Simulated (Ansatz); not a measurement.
`C[S][Mg][SH]` + `O[SiH2][SiH2]S` → `[OH][Mg][SH]` + `CS[SiH2][SiH2]S`  (redistribution)

Calculated with Ansatz (gas phase, PBE0-D4/def2-TZVP geometries, no zero-point term in ΔE). CCSD(T)/CBS adds triple-zeta CCSD(T) − MP2 to the extrapolated MP2 energy (def2 sets, frozen cores). DFT in def2-TZVPP. B3LYP here is the variant with VWN-RPA as its local correlation; programs differ in this. For Mg outer-core shells are correlated without core-valence functions, which leaves a few kJ/mol of doubt a bond. One conformer a species, not always the lowest.

`C[S][Mg][SH]`:

```xyz
8

C    -0.316    1.514    0.887
S     1.293    0.755    0.469
Mg    0.713   -1.261   -0.431
S     0.119   -3.287   -1.309
H    -0.857    0.934    1.634
H    -0.102    2.495    1.309
H    -0.943    1.653    0.006
H     0.093   -2.802   -2.564
```

`O[SiH2][SiH2]S`:

Cartesian coordinates in Å:
```
O -0.399 -1.055 -1.729
Si -0.708 0.409 -1.033
Si -0.159 0.198 1.237
S 1.653 -0.979 1.241
H 0.320 -1.550 -1.325
H -2.134 0.733 -1.289
H 0.135 1.491 -1.621
H -1.119 -0.653 1.987
H 0.031 1.479 1.968
H 2.380 -0.073 0.564
```

`[OH][Mg][SH]`:

```xyz
5

O     0.306    1.774   -0.247
Mg   -0.228    0.121    0.019
S    -0.953   -2.026    0.302
H     0.605    2.666   -0.143
H     0.270   -2.536    0.069
```

`CS[SiH2][SiH2]S`:

Cartesian coordinates in Å:
```
C -1.782 -0.534 -0.852
S -1.238 -1.206 0.745
Si 0.879 -1.104 0.473
Si 1.462 1.137 0.091
S 0.173 2.306 1.337
H -1.468 0.504 -0.971
H -1.404 -1.136 -1.678
H -2.871 -0.574 -0.854
H 1.309 -1.977 -0.655
H 1.460 -1.605 1.744
H 1.296 1.487 -1.347
H 2.875 1.421 0.455
H -0.691 1.280 1.512
```

```json
{"level": "PBE0-D4", "ΔE (kcal/mol)": "2.8", "difference from CCSD(T)/CBS": "0.2"}
{"level": "B3LYP-D4", "ΔE (kcal/mol)": "3.2", "difference from CCSD(T)/CBS": "0.6"}
{"level": "B2PLYP", "ΔE (kcal/mol)": "4.7", "difference from CCSD(T)/CBS": "2.1"}
{"level": "r2SCAN", "ΔE (kcal/mol)": "3.5", "difference from CCSD(T)/CBS": "0.9"}
{"level": "HF/def2-TZVPP", "ΔE (kcal/mol)": "10.4", "difference from CCSD(T)/CBS": "7.8"}
{"level": "MP2/def2-TZVPP", "ΔE (kcal/mol)": "2.0", "difference from CCSD(T)/CBS": "-0.6"}
{"level": "CCSD/def2-TZVPP", "ΔE (kcal/mol)": "4.7", "difference from CCSD(T)/CBS": "2.1"}
{"level": "CCSD(T)/def2-TZVPP", "ΔE (kcal/mol)": "3.9", "difference from CCSD(T)/CBS": "1.3"}
{"level": "HF/def2-QZVPP", "ΔE (kcal/mol)": "10.2", "difference from CCSD(T)/CBS": "7.6"}
{"level": "SCS-MP2/def2-QZVPP", "ΔE (kcal/mol)": "2.9", "difference from CCSD(T)/CBS": "0.3"}
{"level": "CCSD(T)/CBS", "ΔE (kcal/mol)": "2.6", "difference from CCSD(T)/CBS": "0"}
```

Largest T1 diagnostic among the species: 0.012.

The D4 term adds −3.0 kcal/mol with B3LYP and −1.7 kcal/mol with PBE0; it sums over pairs of atoms, weighted by their polarisabilities, and B3LYP, whose exchange is more repulsive, gets the larger term. In def2-TZVPP, CCSD(T) changes the Hartree–Fock value by −6.5 kcal/mol (the triples alone add −0.8 kcal/mol) and MP2 by −8.4 kcal/mol.
